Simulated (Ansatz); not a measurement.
An input meant for Cd6Se4Br4, a halide-capped nanocrystal cut from zinc blende CdSe (4 Br on the cations) (charge 0, singlet; atoms displaced at random, 0.15 Å in each coordinate).

```yaml
crystal:
  periodic: [false, false, false]
  atoms:
    - {symbol: Cd, position_ang: [0.591871, -2.342539, 0.726785]}
    - {symbol: Cd, position_ang: [0.496881, -0.445999, -2.839873]}
    - {symbol: Cd, position_ang: [-2.371442, -0.841001, -0.075605]}
    - {symbol: Cd, position_ang: [0.250472, -0.031558, 3.416712]}
    - {symbol: Cd, position_ang: [-0.069592, 2.532425, -0.208176]}
    - {symbol: Cd, position_ang: [2.451491, 0.089997, 0.295247]}
    - {symbol: Se, position_ang: [-0.436957, -2.740434, -1.456607]}
    - {symbol: Se, position_ang: [2.439354, -1.673540, 2.078530]}
    - {symbol: Se, position_ang: [2.036813, 1.589416, -1.768700]}
    - {symbol: Se, position_ang: [-1.211907, 0.769148, 1.656034]}
    - {symbol: Br, position_ang: [0.256430, -0.822666, -5.269739]}
    - {symbol: Br, position_ang: [-4.460412, -0.367324, -1.135220]}
    - {symbol: Br, position_ang: [0.626406, -0.167933, 5.738114]}
    - {symbol: Br, position_ang: [-0.782974, 4.820332, -0.587946]}
basis:
  gaussian: {orbitals: def2-SVPD, fitting: {mean_field: def2-universal-jkfit}}
magnetization: {spin_polarized: true, initial_magnetization: 0}
hamiltonian: {xc: {name: B97}}
scf: {max_iter: 3}
output: {forces: true}
```

```sh
$ ansatz run in.yaml --threads 2 --pin off --events-out ev --progress --plain --max-ram 32768MiB --backend cuda --devices 0, --max-vram 18GiB
```

It prints (some lines left out):

```
Error: invalid value for `basis.gaussian`: such a run doesn't read scf.max_iter; remove what it names
```

(1) Something in this input is off. What?

Results:

(1) The input holds a key that doesn't belong there. The input was rejected before any iteration.
